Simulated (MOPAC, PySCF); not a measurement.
Species: BiI2 (charge +1, singlet). SMILES of the parent species: [I][Bi][I]
Geometry from a B3LYP-D3(BJ)/def2-TZVP (Ansatz) optimisation:
```
Bi
I 1 2.7245
I 1 2.7245 2 102.61
```
Charge +1, spin multiplicity 1.

Unscaled harmonic wavenumbers (cm⁻¹) in rising order, each level at the stationary point that it reaches from this structure (no distance between atoms moves by over 0.3 Å); the order of modes can differ between levels, and a negative number is imaginary. B3LYP-D3(BJ)/def2-TZVP (PySCF, at the structure above): 59, 193, 193.

PM3 (MOPAC): 50, 212, 224. Zero-point energy 0.7 against 0.6 kcal/mol.

PM7 (MOPAC): 75, 141, 176. Zero-point energy 0.6 against 0.6 kcal/mol.
